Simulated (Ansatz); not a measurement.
Computed with Ansatz on PBE0-D4/def2-TZVP structures; ΔE is electronic, products minus reactants. CCSD(T)/CBS is the MP2 limit (def2-TZVPP, def2-QZVPP) plus CCSD(T) − MP2 in def2-TZVPP, frozen cores. This one scheme is used for every species. Functionals use def2-TZVPP. Elements past krypton have def2 core potentials. For I outer-core shells are correlated without core-valence functions, which leaves a few kJ/mol of doubt a bond.

Reaction (substitution at a C–I bond): `[SiH3][C@H]1O[C@@H]1I` + H–F → `F[C@H]1O[C@H]1[SiH3]` + HI

CCSD(T)/CBS gives +19.3 kJ/mol.

Q: Another level gave -23.6 kJ/mol. Which?
A. PBE0-D4/def2-TZVPP
B. MP2/def2-TZVPP
C. HF/def2-TZVPP
D. ωB97M-V/def2-TZVPP

A: C. HF/def2-TZVPP -23.6, ωB97M-V -2.0, PBE0-D4 5.1, MP2/def2-TZVPP 25.6 kJ/mol.

Largest T1 diagnostic among the species: 0.013.

From PBE to PBE0 (25 % exact exchange), in def2-TZVPP and without D4, ΔE moves by −3.0 kJ/mol. The D4 term adds +9.2 kJ/mol with B3LYP and +4.9 kJ/mol with PBE0; it sums over pairs of atoms, weighted by their polarisabilities, and B3LYP, whose exchange is more repulsive, gets the larger term.

B3LYP here is the variant with VWN-RPA as its local correlation; programs differ in this.
